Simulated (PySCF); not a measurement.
NMR data sheet: C$_{7}$H$_{20}$AlN

```
Formula                               : C7H20AlN
SMILES                                : C[C](C)(C)[AlH2-][N+](C)(C)C
InChI                                 : InChI=1S/C4H9.C3H9N.Al.2H/c2*1-4(2)3;;;/h2*1-3H3;;;
Point group of the computed structure : C1
Carbon signals                        : 3
Proton signals                        : 3
```

Mapped SMILES: `[CH3:1][C:2]([CH3:3])([CH3:4])[AlH2-:5][N+:6]([CH3:7])([CH3:8])[CH3:9]`; H(Xn) means a hydrogen on atom n.

Theory: shielding tensors at KT2/pcSseg-1 (GIAO), PBE0-D3(BJ)/def2-SVP structure, in PySCF 2.14.0 with density-fitted response routines (no relativistic terms, no solvent model, one conformer, equivalent nuclei averaged).

References, each an isolated molecule treated in the same way: TMS for $^{1}$H (31.18 ppm), $^{13}$C (183.22 ppm); NH3 for $^{15}$N (264.30 ppm); AlH4- for $^{27}$Al (497.73 ppm).

| carbon | δC, type | δH (multiplicity) | HMBC from (2–3 bonds) | span of the C tensor (ppm) |
| --- | --- | --- | --- | --- |
| C1/C3/C4 | 31.3, CH3 | 1.00 (s) | H(Al5), H(C1)/H(C3)/H(C4) | 49 |
| C2 | 18.8, C | – | H(Al5), H(C1)/H(C3)/H(C4) | 10 |
| C7/C8/C9 | 49.4, CH3 | 2.45 (s) | H(Al5), H(C7)/H(C8)/H(C9) | 72 |

Other nuclei:
| atoms | nucleus | environment | δ (ppm) | σ (ppm) |
| --- | --- | --- | --- | --- |
| H(Al5) | $^{1}$H | hydrogen on an aluminium bonded to C, N | 4.05 | 27.13 |
| N6 | $^{15}$N | donor nitrogen of a Lewis adduct | 53.7 | 210.6 |
| Al5 | $^{27}$Al | aluminium bonded to C, N, 2 H | 97.7 | 400.0 |

δC 49.4: methyl carbon bonded to N; the inductive effect lowers its shielding. δC 31.3: methyl carbon; saturated and bonded to C and H only. δH 4.05: hydrogen on an aluminium bonded to C, N. δH 2.45: hydrogen on a methyl carbon bonded to N; its carbon carries N, an electronegative neighbour. δH 1.00: hydrogen on a methyl carbon.

Hydrides on Al or Ga are broadened by the quadrupolar metal nucleus. Shifts are as computed. Against solution values, carbons near 30 ppm lie about +2 ppm off and those near 130 ppm about -5 ppm. Of 1309 compounds with measured shifts, 239 miss one by over three times the rms of a fit or turn the order of signals round; such compounds aren't used in these exercises. Experimental scales use liquid or dissolved standards, which lie at an offset from isolated NH3 (liquid NH3: subtract about 20 ppm). Multiplicities follow the n + 1 count of equivalent neighbours, as no J values were calculated; m marks all less simple cases, F and P coupling included.
